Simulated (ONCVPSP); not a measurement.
## A failed generation for chromium (Cr)

Input:

```
# ATOM AND REFERENCE CONFIGURATION
# atsym  z   nc   nv     iexc    psfile
  Cr 24.00    3    4  -109134      upf
#
#   n    l    f
    1    0    2.00
    2    0    2.00
    2    1    6.00
    3    0    2.00
    3    1    6.00
    3    2    5.00
    4    0    0.50
#
# PSEUDOPOTENTIAL AND OPTIMIZATION
# lmax
    2
#
#   l,   rc,      ep,       ncon, nbas, qcut
    0    1.30    0.00    4    7   14.40
    1    1.15    0.00    4    7   17.80
    2    2.15    0.00    4    8    9.90
#
# LOCAL POTENTIAL
# lloc, lpopt,  rc(5),   dvloc0
    4    4    1.00    0.00
#
# VANDERBILT-KLEINMAN-BYLANDER PROJECTORs
# l, nproj, debl
    0    2    4.00
    1    2    3.60
    2    1    2.50
#
# MODEL CORE CHARGE
# icmod, fcfact, rcfact
    0    0.00    0.00
#
# LOG DERIVATIVE ANALYSIS
# epsh1, epsh2, depsh
   -4.00    5.00    0.02
#
# OUTPUT GRID
# rlmax, drl
    6.00    0.01
#
# TEST CONFIGURATIONS
# ncnf
    4
# nvcnf
#   n    l    f
    4
    3    0    2.00
    3    1    6.00
    3    2    5.00
    4    0    1.00
#
    4
    3    0    2.00
    3    1    6.00
    3    2    5.00
    4    0    0.00
#
    4
    3    0    2.00
    3    1    6.00
    3    2    4.00
    4    0    0.00
#
    5
    3    0    2.00
    3    1    6.00
    3    2    5.00
    4    0    0.00
    4    1    1.00
#
```

```bash
oncvpspr.x < Cr.dat > Cr.out
```

End of the output:

```

B matrix Hermiticity error, ll=  0  kap= -1
   1   2    2.0325D-04

  Orthonormal projector coefficients -1.7497E+01  5.5380E+00

B matrix Hermiticity error, ll=  1  kap= -2
   1   2   -3.6279D-04

  Orthonormal projector coefficients -5.2098E+01  1.6738E+00

B matrix Hermiticity error, ll=  1  kap=  1
   1   2   -3.6879D-04

  Orthonormal projector coefficients -5.9585E+00  2.1591E+00
oncvpsp_r: lschvkbb convergence ERROR, n= 1  l= 0
```

Question: Why did it fail, and what change makes it run?

Answer: The run stopped because the bound-state solver with the separable projectors failed. A run that differs only in the following succeeds: s: qcut 11.5; p: qcut 14.2; d: qcut 7.9. Other answers can fit too; this one was computed.
